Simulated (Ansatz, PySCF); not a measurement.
Gas-phase reaction R1 + 0.5 R2 → P1, each structure at its B3LYP-D3(BJ)/def2-TZVP stationary point, reached from a drawn start (curvature not checked).
R1: SO2 (SMILES O=S=O), charge 0, multiplicity 1.
P1: O3S (SMILES O=S(=O)=O), charge 0, multiplicity 1.
R2, O2 (SMILES O=O) (charge 0, multiplicity 3):
```xyz
2

O     -0.60213     0.00000     0.00000
O      0.60213     0.00000     0.00000
```

P less R. No zero-point or thermal terms; singlets are restricted closed shells; open shells are unrestricted; no spin–orbit coupling.

Cores are frozen in the correlated methods. CBS: X⁻³ extrapolation of the correlation energy, Hartree–Fock from the larger set.

Codes used: Ansatz (an electronic-structure program) with Gaussian orbitals; PySCF for M06-2X and the D3/D4 terms. Each number belongs to the level named beside it.

The comparison value is -26.24 kcal/mol (CCSD(T)/CBS(cc-pV(T+d)Z, cc-pV(Q+d)Z)). It is a level with limits of its own, not the exact answer.

**Question.** Order these levels by how close they come to the comparison value for the reaction energy, closest first: r2SCAN/def2-TZVPP, M06-2X/def2-TZVPP, PBE0-D3(BJ)/def2-TZVPP, revPBE-D4/def2-TZVPP, PBE-D3(BJ)/def2-TZVPP. Give each level's value less the comparison value.

**Answer.** r2SCAN/def2-TZVPP (-0.28 kcal/mol), PBE0-D3(BJ)/def2-TZVPP (0.58 kcal/mol), PBE-D3(BJ)/def2-TZVPP (2.06 kcal/mol), M06-2X/def2-TZVPP (2.25 kcal/mol), revPBE-D4/def2-TZVPP (3.59 kcal/mol)
